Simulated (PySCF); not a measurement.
Mo(NH)2(OH)2 (H4MoN2O2), SMILES [NH]=[Mo](=[NH])([OH])[OH], multiplicity 1. Geometry: PBE-D3(BJ)/def2-SVP. The spin state was assumed, not searched. The def2 effective core potentials stand for the cores of Mo; spin–orbit coupling is left out. One conformer was computed; it need not be the lowest.

The numbers are results of PBE-D3(BJ)/def2-SVP (PySCF 2.14.0), not measurements.

Harmonic wavenumbers (cm⁻¹): 187, 227, 232, 245, 265, 277, 323, 394, 530, 571, 652, 662, 678, 728, 737, 967, 984, 3516, 3518, 3733, 3736. Rotational constants (GHz): 3.607, 3.218, 3.131; symmetry number 2.

Q: Work out the zero-point energy and the ideal-gas rigid-rotor harmonic-oscillator thermochemistry at 298.15 K and 1 atm.

A: ZPE = ½ Σ hcν = ½ × 23162 cm⁻¹ = 138.54 kJ/mol. H − E(el) = 160.99 kJ/mol. Entropy in J/(mol K): translation 172.04, rotation 105.46, vibration 67.56, total 345.07. G − E(el) = 58.11 kJ/mol. Cp = 121.58 J/(mol K).
